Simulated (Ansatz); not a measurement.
The lowest singlet and triplet of CH4Si (SMILES C=[SiH2]); geometries from B3LYP-D3(BJ)/def2-TZVP, each state relaxed from the structure named, with no frequency check.
Singlet (charge 0, multiplicity 1):
```xyz
6

C     -1.1507    -0.0547    -0.0063
Si     0.5483     0.0261     0.0030
H     -1.7706     0.8303    -0.0678
H     -1.6844    -0.9947     0.0488
H      1.4000    -1.1728     0.0864
H      1.2833     1.3004    -0.0716
```

A positive gap puts the triplet lower; no zero-point energy. U- takes an unrestricted singlet (broken symmetry where lower, unprojected). The triplet is unrestricted in single-reference levels.

The values were computed with Ansatz (Gaussian orbitals). 

Task: One of these levels gives -63.98 kcal/mol for the gap E(singlet) − E(triplet), vertical, at the singlet's geometry. Which one is it?
(A) U-r2SCAN/def2-TZVPP
(B) U-SVWN5/def2-TZVPP
(C) U-HF/cc-pV(T+d)Z (spin-contaminated)
(D) U-wB97X-V/def2-TZVPP

Result: D, U-wB97X-V/def2-TZVPP. The others give -41.43 (U-HF/cc-pV(T+d)Z (spin-contaminated)), -69.57 (U-SVWN5/def2-TZVPP), -56.44 (U-r2SCAN/def2-TZVPP)

Ansatz is a quantum-chemistry and plane-wave program.
